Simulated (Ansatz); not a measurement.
```xyz
4

N     0.0000    0.0000    0.6859
N     0.0000    0.0000   -0.6859
S     0.0000    0.0000    2.3860
S     0.0000    0.0000   -2.3860
```

Basis set: pcseg-2 (spherical functions). Charge 0, multiplicity 1.

Computed with Ansatz (development build ahead of 0.2.0); each method stands on the lowest determinant of its kind that the runs found. Restricted functionals stand beside restricted open-shell atoms, which can lie above the unrestricted atoms usual in DFT and then raise those values.

Problem. Give the atomization energy at this shape (free ground-state atoms in the same class of orbitals less the molecule, no zero-point energy) of singlet N₂S₂ by r²SCAN (restricted), r²SCAN (unrestricted).

Solution.

```json
{"method": "r²SCAN (restricted)", "atomization energy": "231.78 kcal/mol"}
{"method": "r²SCAN (unrestricted)", "atomization energy": "225.32 kcal/mol"}
```

The shape needn't be a minimum at these levels.
